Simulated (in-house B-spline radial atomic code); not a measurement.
**Ga VIII (Ga7+): [Ar] 3d6**

Computed with a B-spline radial code for spherical atoms: Dirac-Kohn-Sham B97-1, spherical fractional occupations, Fermi nucleus of rms radius 3.9973 fm.

Z_r = [3n² - l(l+1)]/(2<r>); Z_e = n√(-2ε); the last column is Slater's effective charge. Values are occupation-weighted means over j.

```tsv
shell	electrons	ε (eV)	<r> (bohr)	Z_r	Z_e	Slater
1s	2	-10428	0.0486	30.86	27.68	30.70
2s	2	-1436.7	0.2173	27.61	20.55	26.85
2p	6	-1270.1	0.1905	26.24	19.32	26.85
3s	2	-298.58	0.6264	21.55	14.05	19.75
3p	6	-246.65	0.6393	19.55	12.77	19.75
3d	6	-160.24	0.6527	16.09	10.30	11.25
```

The least bound orbital is 3d5/2 at -160 eV, and it is also the most diffuse (<r> = 0.6538 bohr).

Spin-orbit splittings of the orbital energies (j = l + 1/2 above j = l - 1/2 when positive): 2p 27.7 eV, 3p 4.122 eV, 3d 0.6303 eV.

For the 1s electron the small component carries 1.25 % of the norm, the zero-frequency Breit interaction raises the level by 14.67 eV, self-energy by 7.53 eV, and vacuum polarisation lowers it by 0.7121 eV.

Caution: exact exchange at fractional occupations of open shells leaves self-interaction of up to several eV.
